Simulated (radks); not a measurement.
All-electron atom: Ru4+ in [Kr] 4d4.

Calculated with a radial shooting solver on a logarithmic mesh with Libxc functionals: non-relativistic Kohn-Sham, HCTH/407, spin-unpolarised, spherical densities, point nucleus; relativity is left out, which matters for an element this heavy.

Energy parts (eV):
total: -120885.121
kinetic: 120827.279
electron-nucleus: -285708.923
Hartree: 47595.370
exchange-correlation: -3598.847

Orbitals (lengths in bohr, moments of r in powers of bohr; r(max) is where P^2 peaks):
| orbital | occ. | eigenvalue (eV) | <r^4> | r(max) |
|---|---|---|---|---|
| 1s | 2 | -21378.58 | 6.534e-06 | 0.02292 |
| 2s | 2 | -3068.683 | 0.001221 | 0.1277 |
| 2p | 6 | -2845.025 | 0.0008125 | 0.1003 |
| 3s | 2 | -583.1046 | 0.05914 | 0.3728 |
| 3p | 6 | -495.0926 | 0.06004 | 0.3596 |
| 3d | 10 | -332.9807 | 0.05784 | 0.3004 |
| 4s | 2 | -123.0734 | 2.102 | 0.9340 |
| 4p | 6 | -96.1955 | 2.904 | 0.9816 |
| 4d | 4 | -53.0736 | 7.557 | 1.130 |

The highest occupied level is 4d at -53.074 eV. Virial ratio -V/T = 2.00048. The density falls to 0.001 e/bohr^3 at r = 2.99 bohr.
